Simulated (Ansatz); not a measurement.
`[CH3][In]([OH])[Br]`, relaxed with RKS PBE0-D4/def2-TZVP in Ansatz from a PBE-D4/def2-SVP geometry. The force threshold is 0.005 eV/Å; the program also tests the step.

Charge 0, multiplicity 1. In takes the def2 core potential.

Start:

```xyz
8

C    -0.910    0.257   -1.201
In    0.225   -0.161    0.585
O     2.219    0.105    0.740
Br   -0.774   -1.041    2.733
H    -0.466   -0.312   -2.039
H    -0.843    1.341   -1.411
H    -1.962   -0.040   -1.044
H     2.512   -0.149    1.638
```

(1) By how much does the energy fall, and how many steps does the optimiser take? (Best estimate.)

(2) Which bonds change most? (Estimate.)

(3) Give the relaxed structure. (Estimate.)

Results:

(1) The calculation gave: 0.06 eV, in 5 steps.

(2) Ansatz gave: In2–O3 from 2.019 to 1.976 Å; In2–Br4 from 2.527 to 2.486 Å; C1–In2 from 2.157 to 2.123 Å; O3–H8 from 0.978 to 0.961 Å.

(3) Ansatz gave: 
```xyz
8

C    -0.901    0.254   -1.188
In    0.233   -0.152    0.561
O     2.183    0.089    0.761
Br   -0.738   -1.013    2.682
H    -0.476   -0.298   -2.026
H    -0.853    1.322   -1.403
H    -1.934   -0.046   -1.027
H     2.486   -0.157    1.640
```
